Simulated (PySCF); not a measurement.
Gas-phase reaction: 3 SiF4.NH3 + 2 N + 4 SiH2 ⇌ 4 SiF3NH2 + trisilylamine

Energies from PySCF, thermal terms from the rigid-rotor harmonic-oscillator model, ideal gas at 1 bar. † marks an energy on the PBE0/def2-TZVP geometry and frequencies; other levels use their own. CCSD(T) freezes the core. Open shells (unrestricted): N (multiplicity 4); the rest are closed-shell singlets. Adducts (SiF4.NH3) have no counterpoise correction, and HF, PBE, BLYP, B3LYP and PBE0 lack dispersion. SiF4.NH3, SiF3NH2: computed as isolated molecules; such fragments, hydroxides, amides, oligomers or adducts are transient or little studied in the gas. CCSD(T) isn't extrapolated to the basis-set limit.

```json
[
 {"level": "CCSD(T)/def2-SVP†", "ΔH°(298 K), kJ": "…"},
 {"level": "HF/def2-TZVP†", "ΔH°(298 K), kJ": "-1822"},
 {"level": "M06-2X/def2-TZVP†", "ΔH°(298 K), kJ": "-2311"},
 {"level": "PBE/def2-SVP", "ΔH°(298 K), kJ": "-2214"},
 {"level": "PBE/def2-TZVP†", "ΔH°(298 K), kJ": "…"},
 {"level": "PBE0/def2-TZVP", "ΔH°(298 K), kJ": "…"},
 {"level": "r2SCAN/def2-TZVP†", "ΔH°(298 K), kJ": "-2338"},
 {"level": "LDA/def2-TZVP†", "ΔH°(298 K), kJ": "-2562"},
 {"level": "ωB97M-V/def2-TZVP†", "ΔH°(298 K), kJ": "…"}
]
```

Fill in the missing entries.


- CCSD(T)/def2-SVP†, ΔH°(298 K), kJ: -1977
- PBE/def2-TZVP†, ΔH°(298 K), kJ: -2315
- PBE0/def2-TZVP, ΔH°(298 K), kJ: -2308
- ωB97M-V/def2-TZVP†, ΔH°(298 K), kJ: -2287
